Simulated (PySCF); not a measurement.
B2F3, SMILES F[B]B(F)F (connectivity only; charge and spin as stated), charge +1, multiplicity 1.

Geometry: ωB97X-D3(BJ)/def2-SVP. The spin state was assumed, not searched. The isomer is the one that the SMILES or the coordinates give; other isomers of the formula were not compared. The values are those of a single conformer.

Level of theory: TDA-ωB97X/def2-SVPD in PySCF.

Vertical excitations. The molecule is in vacuum. State labels are in the subgroup C2v.

### Question
List the lowest excited states. (An estimate is asked for; the answer gives what the named calculation found.)

### Answer

```csv
state,symmetry,energy (eV),λ (nm),f,main pairs
S1,B1,7.34,169,0.057,HOMO→LUMO 97 %
S2,A2,8.18,152,0.000,HOMO−1→LUMO 95 %
S3,B2,8.38,148,0.054,"HOMO→LUMO+1 82 %, HOMO−2→LUMO 16 %"
S4,B2,9.28,134,0.130,"HOMO−2→LUMO 82 %, HOMO→LUMO+1 14 %"
S5,A1,9.66,128,0.007,HOMO−1→LUMO+1 89 %
S6,B1,9.85,126,0.002,HOMO−2→LUMO+1 99 %
S7,A1,10.60,117,0.043,HOMO−3→LUMO 85 %
S8,B1,10.95,113,0.048,"HOMO−5→LUMO 71 %, HOMO→LUMO+3 23 %"
S9,A2,11.04,112,0.000,"HOMO−7→LUMO 74 %, HOMO−4→LUMO 20 %"
S10,A2,11.30,110,0.000,HOMO−3→LUMO+1 83 %
T1,B1,5.78,214,0,HOMO→LUMO 91 %
T2,B2,6.71,185,0,HOMO→LUMO+1 89 %
T3,A2,8.04,154,0,HOMO−1→LUMO 94 %
T4,B2,8.08,154,0,HOMO−2→LUMO 92 %
```
Triplets are in the Tamm–Dancoff approximation.
